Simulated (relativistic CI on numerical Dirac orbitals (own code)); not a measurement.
## Ti2+ in a cubic cluster: L2,3 absorption with charge transfer

Computed with a charge-transfer multiplet model of a cubic metal-ligand cluster with up to one ligand hole, Slater and spin-orbit integrals from Dirac-Coulomb-Breit ions, Slater integrals scaled by 0.9. The ground state mixes d2 with configurations of k ligand holes L, whose averages lie at kΔ + k(k − 1)U_dd/2; a core hole lowers each added d electron by U_cd. 20 K, Lorentzian 0.4 eV and Gaussian 0.3 eV FWHM.

Atomic integrals in eV (Slater integrals scaled, ζ unscaled), ground: F2dd 7.400, F4dd 4.602, zeta_d 0.013; with the core hole: F2dd 8.239, F4dd 5.130, zeta_d 0.022, zeta_core 3.746, F2cd 4.410, G1cd 3.131, G3cd 1.774.

Cluster parameters (eV): U_dd = 3.9, U_cd = 4.3, 10Dq = 0.4, 10Dq(ligand) = 1, V(eg) = 1.8, V(t2g) = -0.95, final-state hopping factor = 0.9.

```json
{"Case": "Δ = 4.1 eV", "n_d": "2.29", "d2": "0.71", "d3L": "0.29", "S": "1.00"}
{"Case": "Δ = 5.1 eV", "n_d": "2.25", "d2": "0.75", "d3L": "0.25", "S": "1.00"}
{"Case": "Δ = 7.1 eV", "n_d": "2.18", "d2": "0.82", "d3L": "0.18", "S": "1.00"}
```

Weights, n_d and S are thermal averages at 20 K. Photon energies count from the first peak over 30 % of the highest in each spectrum, which can be another peak from case to case. The parameters are a model scan and need not match a compound or its usual spin state. Peaks in eV (height, largest 100):
- Δ = 4.1 eV: -2.4 (8), 0.0 (100), 1.4 (36), 4.6 (37), 5.4 (37), 6.5 (52)
- Δ = 5.1 eV: -2.4 (8), 0.0 (100), 1.4 (35), 2.7 (21), 3.7 (30), 4.8 (38), 6.5 (55)
- Δ = 7.1 eV: -2.4 (8), 0.0 (100), 1.4 (34), 2.9 (21), 3.7 (31), 4.8 (37), 5.2 (39), 6.5 (58)

Curve for Δ = 7.1 eV (points under 2 left out, the grid thinned):

| E (eV) | Intensity |
| --- | --- |
| -3.4 | 2.1 |
| -3.1 | 3.9 |
| -2.8 | 5.8 |
| -2.5 | 7.6 |
| -2.2 | 7.2 |
| -1.9 | 6.5 |
| -1.6 | 8.2 |
| -1.3 | 13.1 |
| -1.0 | 19.0 |
| -0.7 | 27.6 |
| -0.4 | 51.6 |
| -0.1 | 92.4 |
| 0.2 | 89.4 |
| 0.5 | 55.2 |
| 0.8 | 38.9 |
| 1.1 | 33.5 |
| 1.4 | 34.4 |
| 1.7 | 30.4 |
| 2.0 | 27.0 |
| 2.3 | 25.2 |
| 2.6 | 20.7 |
| 2.9 | 21.2 |
| 3.2 | 22.8 |
| 3.5 | 30.2 |
| 3.8 | 31.4 |
| 4.1 | 30.9 |
| 4.4 | 31.9 |
| 4.7 | 36.4 |
| 5.0 | 37.0 |
| 5.3 | 38.4 |
| 5.6 | 34.5 |
| 5.9 | 36.1 |
| 6.2 | 46.1 |
| 6.5 | 58.5 |
| 6.8 | 41.9 |
| 7.1 | 23.1 |
| 7.4 | 15.1 |
| 7.7 | 9.6 |
| 8.0 | 6.5 |
| 8.3 | 5.0 |
| 8.6 | 4.0 |
| 8.9 | 2.9 |
| 9.2 | 2.7 |
| 9.5 | 2.4 |
| 9.8 | 2.1 |

For the case Δ = 5.1 eV, Δ = 5.1 eV is larger than U_dd = 3.9 eV, the Mott-Hubbard side of the Zaanen-Sawatzky-Allen scheme. With the core hole the configuration with one ligand hole lies at Δ + U_dd − U_cd = 3.7, 4.7, 6.7 eV from the one without, in the order of the table; where this is negative the screened configuration lies lower, though the effective hopping of about 3.6 eV (from the holes of the mixed ground state) mixes the two strongly wherever it is as large as the gap.

With at most 1 ligand hole the space is cut while the next configuration still counts, so covalency is underestimated, and a final configuration with one more ligand hole, which can lie low, is missing from the spectra.
